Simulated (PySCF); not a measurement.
PySCF 2.14 output of an unrestricted LDA calculation on a single atom or ion in aug-cc-pVQZ-DK (9s8p6d4f3g2h, 140 functions), with the spin-free X2C one-electron Hamiltonian (Gaussian nucleus):

```
SCF conv_tol = 1e-09
number electrons alpha = 14  beta = 13
    P. A. M. Dirac.,  Math. Proc. Cambridge Philos. Soc. 26, 376 (1930)
    F. Bloch.,  Z. Phys. 57, 545 (1929)
    S. H. Vosko, L. Wilk, and M. Nusair.,  Can. J. Phys. 58, 1200 (1980)
cycle= 1 E= -1790.37463478215  delta_E= -0.025  |g|= 0.161  |ddm|= 0.619
cycle= 2 E= -1790.37078396977  delta_E= 0.00385  |g|= 0.27  |ddm|= 0.103
cycle= 3 E= -1790.37793562751  delta_E= -0.00715  |g|= 0.0153  |ddm|= 0.0527
cycle= 4 E= -1790.37796582195  delta_E= -3.02e-05  |g|= 0.000343  |ddm|= 0.00573
cycle= 5 E= -1790.37796583382  delta_E= -1.19e-08  |g|= 1.13e-05  |ddm|= 7.66e-05
cycle= 6 E= -1790.37796583385  delta_E= -2.57e-11  |g|= 1.65e-06  |ddm|= 5.23e-06
converged SCF energy = -1790.37796583385  <S^2> = 0.75020675  2S+1 = 2.0002067
```

The run itself started from symmetry-adapted Hartree-Fock orbitals and held the occupation by maximum overlap, on a logarithmic radial grid, so the iterations belong to that start.

Q: Which element, charge and spin multiplicity is this?

A: Zn(3+) (zinc, charge +3), multiplicity 2; the state was [Ar] 3d9, 2D determinant.
